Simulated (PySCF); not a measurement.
**N⁺ (nitrogen, charge +1) across methods**

[He] 2s1 2p3, high-spin 5S determinant (an excited configuration). All numbers are calculated (PySCF 2.14, the spin-free X2C one-electron Hamiltonian (Gaussian nucleus), in ANO-RCC-VTZP (4s3p2d1f, 30 functions)).

| method | E (hartree) | mean ε 1s β (eV) | mean ε 2s α (eV) | mean ε 2p α (eV) | Σ⟨r²⟩ (bohr²) | ⟨S²⟩ |
| --- | --- | --- | --- | --- | --- | --- |
| PBEsol | -53.6078 | -396.55 | -34.491 | -22.703 | 7.808 | 6.000 |
| r2SCAN | -53.8819 | -402.83 | -36.358 | -23.530 | 7.674 | 6.000 |
| UHF | -53.77542 | -439.14 | -47.859 | -31.502 | 7.592 | 6.000 |
| PBE0 | -53.8275 | -408.70 | -38.080 | -25.072 | 7.719 | 6.000 |
| PW91 | -53.8496 | -398.69 | -34.731 | -22.879 | 7.787 | 6.000 |
| LDA | -53.4025 | -394.79 | -34.328 | -22.804 | 7.862 | 6.000 |
| HSE06 | -53.8333 | -408.29 | -37.633 | -24.645 | 7.722 | 6.000 |
| PBE | -53.8096 | -398.32 | -34.688 | -22.792 | 7.795 | 6.000 |

Task: Estimate the same row for TPSSh.

Result: E (hartree) = -53.8809; mean ε 1s β (eV) = -405.25; mean ε 2s α (eV) = -36.516; mean ε 2p α (eV) = -23.800; Σ⟨r²⟩ (bohr²) = 7.726; ⟨S²⟩ = 6.000.
